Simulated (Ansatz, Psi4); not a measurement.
The Psi4 input:
```
memory 2 GB

molecule mol {
0 2
  C     1.313529    0.256226   -0.021927
  C     0.025909    0.374083   -0.010223
  H     1.837879   -0.703925   -0.002493
  H     1.970538    1.113360   -0.052235
  C    -1.206401   -0.398851    0.024477
  H    -1.008352   -1.478408    0.050837
  H    -1.788968   -0.136455    0.908191
  H    -1.809314   -0.183320   -0.858262
}

set basis sto-3g
set reference uhf
set freeze_core true
set mp2_type conv
set scf_type pk
set puream true
set d_convergence 1e-8

energy('ccsd(t)')
print_variables()
```

Give the equivalent Ansatz (a first-principles code) input.

One answer among several that fit: 
Ansatz 0.2 input:
```yaml
crystal:
  periodic: [false, false, false]
  atoms:
    - {symbol: C, position_ang: [1.31352899, 0.25622584, -0.02192716]}
    - {symbol: C, position_ang: [0.02590858, 0.37408297, -0.01022305]}
    - {symbol: H, position_ang: [1.83787885, -0.70392499, -0.00249333]}
    - {symbol: H, position_ang: [1.97053843, 1.11335976, -0.05223491]}
    - {symbol: C, position_ang: [-1.20640148, -0.39885089, 0.02447718]}
    - {symbol: H, position_ang: [-1.00835162, -1.47840810, 0.05083729]}
    - {symbol: H, position_ang: [-1.78896803, -0.13645457, 0.90819127]}
    - {symbol: H, position_ang: [-1.80931420, -0.18331958, -0.85826214]}
basis:
  gaussian:
    orbitals: STO-3G
magnetization: {spin_polarized: true, initial_magnetization: 1}
correlation: {method: ccsd_t, electrons: outside_noble_gas}
accuracy: high
```

Both were run: Psi4 gave -115.213290 Eh and Ansatz -115.213290 Eh, 0.000 mEh apart.
